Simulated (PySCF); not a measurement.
Si(NCS)2Me2, C₄H₆N₂S₂Si.
Bonds: Si1–N2, Si1–N5, Si1–C8, Si1–C12, N2–C3, C3–S4, N5–C6, C6–S7. Hydrogens: H9, H10, H11 on C8; H13, H14, H15 on C12.

A GFN2-xTB structure was refined with PBE0-D3(BJ)/def2-SVP geometry optimisation, gas phase in PySCF. Its GFN2-xTB values:

```csv
coordinate,GFN2-xTB
Si1–N2,1.702 Å
Si1–C8,1.989 Å
N2–C3,1.187 Å
C3–S4,1.537 Å
C8–H9,1.015 Å
Si1–N2–C3,158.7°
N2–Si1–N5,105.1°
N2–Si1–C8,106.7°
N2–C3–S4,168.5°
C8–Si1–C12,114.0°
```

Q: How do these coordinates change at the PBE0-D3(BJ)/def2-SVP level?

A: 
```tsv
coordinate	PBE0-D3(BJ)/def2-SVP (Å or °)	change
Si1–C8	1.856	-0.133
C8–H9	1.101	+0.086
C3–S4	1.574	+0.037
Si1–N2	1.732	+0.030
N2–C3	1.195	+0.008
Si1–N2–C3	178.4	+19.7
N2–C3–S4	179.8	+11.3
N2–Si1–C8	108.9	+2.2
N2–Si1–N5	106.2	+1.1
C8–Si1–C12	114.9	+0.9
```

The energy falls by 18.7 kcal/mol over 11 energy and gradient evaluations, the largest force component goes from 0.0812 to 1.7e-04 Eh/bohr, and the atoms move by 0.276 Å rms after alignment. The bond that changes most is Si1–C8 (ends: silicon bonded to 2 C and 2 N; carbon bonded to Si and 3 H), which shortens by 0.133 Å. Bonds longer at the end by more than 0.005 Å: 9 of 14; shorter: 5. Rotational constants go from 1581, 406.1, 362.9 to 1152, 469.7, 373.8 MHz.

The run used 168 basis functions and 84 SCF cycles in all. The run took 7.0 min on AMD EPYC, one thread (shared host), and the process peaked at 0.71 GiB of memory.

No PBE0-D3(BJ)/def2-SVP frequencies stand behind this structure, so it isn't proved a minimum.
